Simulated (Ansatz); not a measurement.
This geometry of BF₂H₄N (8 atoms, charge 0, multiplicity 1) is a first-order saddle point.

Level of theory: RKS BHLYP-D4/def2-SVP in Ansatz 0.2.0.

```xyz
8
Properties=species:S:1:pos:R:3
B 0.029 0.406 -0.016
F -0.346 -0.251 1.557
F 1.195 -0.148 -0.350
H -0.943 0.197 -0.681
N 0.147 1.739 0.696
H 1.077 2.133 0.720
H -0.532 2.447 0.461
H -0.168 0.816 1.646
```

(1) Which two structures does it join? (They come from a converged band through this point; their orientation in space is the band's.)

(2) How far does it lie above each of them?

Answers

(1) Bonds broken: B1–F2, N5–H8. Bonds formed: F2–H8. BF2H4N becomes BFH3N + FH.

Initial state:

```xyz
8
Properties=species:S:1:pos:R:3
B 0.016 0.137 0.157
F 0.179 -0.661 1.256
F 1.104 0.146 -0.671
H -1.062 0.048 -0.397
N 0.044 1.677 0.816
H 0.928 1.810 1.297
H -0.040 2.381 0.092
H -0.709 1.799 1.483
```

Final state:

```xyz
8
Properties=species:S:1:pos:R:3
B 0.137 0.601 -0.398
F -0.522 -0.183 2.359
F 1.233 -0.098 -0.623
H -0.894 0.280 -0.907
N 0.210 1.710 0.463
H 1.102 2.085 0.748
H -0.542 2.377 0.508
H -0.264 0.567 1.882
```

(2) 1.65 eV above the first and 0.57 eV above the second. This is the barrier of this one path; another mechanism may lie lower. The orbitals stay closed-shell, which can raise the energy where a bond breaks towards radicals; this wasn't checked here.

Time of the run: 5 min on 1 thread of Arm Neoverse V1, with other jobs on the host, peak memory 0.14 GiB.
